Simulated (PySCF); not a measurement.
PySCF job for CH2O3, SMILES O=C(O)O, TDA-ωB97X/def2-SVPD. Geometry: B3LYP-D3(BJ)/def2-SVP. The values are those of a single conformer.

```python
import numpy as np
from pyscf import gto, scf, dft, tdscf

mol = gto.M(
    atom='''
    O     0.00000000    1.08850000   -0.67803948
    C     0.00000000    0.00000000    0.09796140
    O     0.00000000   -0.00000001    1.30266468
    O     0.00000000   -1.08850000   -0.67803948
    H     0.00000000    1.85169912   -0.08022710
    H     0.00000000   -1.85169911   -0.08022711
    ''',
    basis='def2-SVPD',
    charge=0,
    spin=0,
    symmetry=True,
    max_memory=1600,
    verbose=4,
)
mf = dft.RKS(mol, xc='wb97x').density_fit(auxbasis='def2-universal-jkfit')
mf.grids.level = 3
mf.conv_tol = 1e-9
mf.max_cycle = 100
mf.kernel()
mf.grids = dft.Grids(mol).set(level=1).build(with_non0tab=True)  # coarser grid for the response kernel
td = tdscf.TDA(mf)
td.singlet = True
td.nstates = 10
td.conv_tol = 1e-4
td.positive_eig_threshold = 1e-6
td.kernel(x0=td.get_init_guess(mf, 15))
td.analyze()
tt = tdscf.TDA(mf)
tt.singlet = False
tt.nstates = 4
tt.conv_tol = 1e-4
tt.positive_eig_threshold = 1e-6
tt.kernel(x0=tt.get_init_guess(mf, 9))
tt.analyze(verbose=3)
```

Program output:

```
PySCF version 2.14.0

[INPUT] verbose = 4
[INPUT] num. atoms = 6
[INPUT] num. electrons = 32
[INPUT] charge = 0
[INPUT] spin (= nelec alpha-beta = 2S) = 0
[INPUT] symmetry True subgroup None
[INPUT] Mole.unit = angstrom
[INPUT] Symbol           X                Y                Z      unit          X                Y                Z       unit  Magmom
[INPUT]  1 O      0.000000000000   1.088500000000  -0.678039480000 AA    0.000000000000   2.056966886589  -1.281308918843 Bohr   0.0
[INPUT]  2 C      0.000000000000   0.000000000000   0.097961400000 AA    0.000000000000   0.000000000000   0.185120216779 Bohr   0.0
[INPUT]  3 O      0.000000000000  -0.000000010000   1.302664680000 AA    0.000000000000  -0.000000018897   2.461679477344 Bohr   0.0
[INPUT]  4 O      0.000000000000  -1.088500000000  -0.678039480000 AA    0.000000000000  -2.056966886589  -1.281308918843 Bohr   0.0
[INPUT]  5 H      0.000000000000   1.851699120000  -0.080227100000 AA    0.000000000000   3.499204201898  -0.151607246768 Bohr   0.0
[INPUT]  6 H      0.000000000000  -1.851699110000  -0.080227110000 AA    0.000000000000  -3.499204183001  -0.151607265665 Bohr   0.0

nuclear repulsion = 123.388941099704
point group symmetry = C2v
symmetry origin: [ 0.00000000e+00 -4.13377586e-09 -2.95269713e-09]
symmetry axis x: [-1. -0. -0.]
symmetry axis y: [ 0.00000000e+00  1.00000000e+00 -1.79712361e-08]
symmetry axis z: [0.00000000e+00 1.79712361e-08 1.00000000e+00]
num. orbitals of irrep A1 = 43
num. orbitals of irrep A2 = 13
num. orbitals of irrep B1 = 18
num. orbitals of irrep B2 = 31
number of shells = 43
number of NR pGTOs = 149
number of NR cGTOs = 105
basis = def2-SVPD
ecp = {}


[settings echo left out]
init E= -265.401982697665
HOMO (B2) = -0.427386090419653  LUMO (B1) = 0.0277368329118481  gap/eV = 12.38453
cycle= 1 E= -264.568348107491  delta_E= 0.834  |g|= 1.02  |ddm|= 2.75
HOMO (B2) = -0.304394417921948  LUMO (A1) = 0.0658268566756779  gap/eV = 10.07423
cycle= 2 E= -264.544001275755  delta_E= 0.0243  |g|= 1.16  |ddm|= 1.71
HOMO (B2) = -0.429173950183632  LUMO (A1) = 0.0686750835211813  gap/eV = 13.54716
cycle= 3 E= -264.767718564726  delta_E= -0.224  |g|= 0.119  |ddm|= 0.952
HOMO (B2) = -0.415111627289839  LUMO (A1) = 0.0692607315745892  gap/eV = 13.18044
cycle= 4 E= -264.769920027046  delta_E= -0.0022  |g|= 0.0551  |ddm|= 0.136
HOMO (B2) = -0.419788852428358  LUMO (A1) = 0.070862847658768  gap/eV = 13.35131
cycle= 5 E= -264.770471196212  delta_E= -0.000551  |g|= 0.00722  |ddm|= 0.0463
HOMO (B2) = -0.420506162217934  LUMO (A1) = 0.0708659873363726  gap/eV = 13.37092
cycle= 6 E= -264.770488474671  delta_E= -1.73e-05  |g|= 0.00161  |ddm|= 0.0138
HOMO (B2) = -0.420824381334755  LUMO (A1) = 0.0708675417938252  gap/eV = 13.37962
cycle= 7 E= -264.770489795379  delta_E= -1.32e-06  |g|= 0.000433  |ddm|= 0.00372
HOMO (B2) = -0.420777771874163  LUMO (A1) = 0.070878160920421  gap/eV = 13.37864
cycle= 8 E= -264.77048989523  delta_E= -9.99e-08  |g|= 0.000155  |ddm|= 0.000871
HOMO (B2) = -0.42082562988641  LUMO (A1) = 0.0708752112654349  gap/eV = 13.37986
cycle= 9 E= -264.770489907563  delta_E= -1.23e-08  |g|= 4.04e-05  |ddm|= 0.000315
HOMO (B2) = -0.420824373714586  LUMO (A1) = 0.0708774358339888  gap/eV = 13.37989
cycle= 10 E= -264.77048990844  delta_E= -8.77e-10  |g|= 6.71e-06  |ddm|= 0.000109
HOMO (B2) = -0.420826017620616  LUMO (A1) = 0.0708775817655076  gap/eV = 13.37994
Extra cycle  E= -264.770489908469  delta_E= -2.89e-11  |g|= 4.02e-06  |ddm|= 2.19e-05
converged SCF energy = -264.770489908469
tot grids = 25664
Overwritten attributes  positive_eig_threshold  of <class 'pyscf.tdscf.rks.TDA'>


******** <class 'pyscf.tdscf.rks.TDA'> for <class 'pyscf.df.df_jk.DFSymAdaptedRKS'> ********
nstates = 10 singlet
deg_eia_thresh = 1.000e-03
wfnsym = None
conv_tol = 0.0001
eigh lindep = 1e-12
eigh level_shift = 0
eigh max_cycle = 100


Excitation energies (eV)
[ 7.13858119  8.2837922   8.81917571  9.18675218  9.40403317  9.96102221
 10.20169083 10.53855817 10.63968513 10.71562513]

** Singlet excitation energies and oscillator strengths **
Excited State   1:   A2      7.13858 eV    173.68 nm  f=0.0000
      16 -> 19        0.69468
      16 -> 22       -0.11184
Excited State   2:   B2      8.28379 eV    149.67 nm  f=0.0448
      16 -> 17       -0.67709
      16 -> 20        0.10283
Excited State   3:   B1      8.81918 eV    140.58 nm  f=0.0007
      14 -> 18        0.17058
      15 -> 17       -0.66137
      15 -> 24        0.10292
Excited State   4:   A1      9.18675 eV    134.96 nm  f=0.1046
      15 -> 19       -0.47515
      16 -> 18        0.47871
      16 -> 23       -0.13426
Excited State   5:   A2      9.40403 eV    131.84 nm  f=0.0000
      14 -> 17       -0.54340
      15 -> 18        0.40390
Excited State   6:   A1      9.96102 eV    124.47 nm  f=0.1673
      15 -> 19        0.47165
      15 -> 22        0.11900
      16 -> 18        0.44946
      16 -> 23       -0.11959
Excited State   7:   B2     10.20169 eV    121.53 nm  f=0.2257
      14 -> 19        0.67455
Excited State   8:   A2     10.53856 eV    117.65 nm  f=0.0000
      14 -> 17        0.40391
      14 -> 24       -0.10059
      15 -> 18        0.51954
      15 -> 23       -0.16729
Excited State   9:   B1     10.63969 eV    116.53 nm  f=0.0002
      13 -> 19        0.67936
      13 -> 22       -0.10567
Excited State  10:   B2     10.71563 eV    115.70 nm  f=0.0052
      16 -> 20        0.24715
      16 -> 21        0.62647

** Transition electric dipole moments (AU) **
state          X           Y           Z        Dip. S.      Osc.
  1         0.0000     -0.0000     -0.0000      0.0000      0.0000
  2        -0.0000     -0.4699      0.0000      0.2208      0.0448
  3         0.0581     -0.0000      0.0000      0.0034      0.0007
  4         0.0000     -0.0000      0.6818      0.4649      0.1046
  5        -0.0000     -0.0000     -0.0000      0.0000      0.0000
  6         0.0000      0.0000     -0.8279      0.6854      0.1673
  7         0.0000     -0.9502     -0.0000      0.9030      0.2257
  8         0.0000      0.0000     -0.0000      0.0000      0.0000
  9         0.0276     -0.0000      0.0000      0.0008      0.0002
 10        -0.0000      0.1406     -0.0000      0.0198      0.0052

** Transition velocity dipole moments (imaginary part, AU) **
state          X           Y           Z        Dip. S.      Osc.
  1         0.0000      0.0000     -0.0000      0.0000      0.0000
  2        -0.0000     -0.1351      0.0000      0.0183      0.0400
  3         0.0481     -0.0000      0.0000      0.0023      0.0048
  4        -0.0000     -0.0000      0.0903      0.0082      0.0161
  5         0.0000     -0.0000     -0.0000      0.0000      0.0000
  6         0.0000      0.0000     -0.1279      0.0164      0.0298
  7         0.0000     -0.2117     -0.0000      0.0448      0.0797
  8         0.0000      0.0000     -0.0000      0.0000      0.0000
  9         0.0210      0.0000      0.0000      0.0004      0.0008
 10         0.0000      0.0570     -0.0000      0.0032      0.0055

** Transition magnetic dipole moments (imaginary part, AU) **
state          X           Y           Z
  1        -0.0000     -0.0000     -0.7311
  2        -0.8749      0.0000      0.0000
  3        -0.0000      0.6826      0.0000
  4        -0.0000     -0.0000      0.0000
  5        -0.0000     -0.0000     -0.7299
  6         0.0000     -0.0000     -0.0000
  7         0.0048     -0.0000      0.0000
  8         0.0000      0.0000      0.3175
  9         0.0000      1.1515     -0.0000
 10        -0.3438      0.0000      0.0000


******** <class 'pyscf.tdscf.rks.TDA'> for <class 'pyscf.df.df_jk.DFSymAdaptedRKS'> ********
nstates = 4 triplet
deg_eia_thresh = 1.000e-03
wfnsym = None
conv_tol = 0.0001
eigh lindep = 1e-12
eigh level_shift = 0
eigh max_cycle = 100


Excitation energies (eV)
[6.72795746 7.01365794 8.11869507 8.63831589]

** Triplet excitation energies and oscillator strengths **
Excited State   1:   A2      6.72796 eV    184.28 nm  f=0.0000
Excited State   2:   A1      7.01366 eV    176.78 nm  f=0.0000
Excited State   3:   B2      8.11870 eV    152.71 nm  f=0.0000
Excited State   4:   B1      8.63832 eV    143.53 nm  f=0.0000
```

The calculation finished and met its thresholds.

Cost: roughly 60 core-seconds.
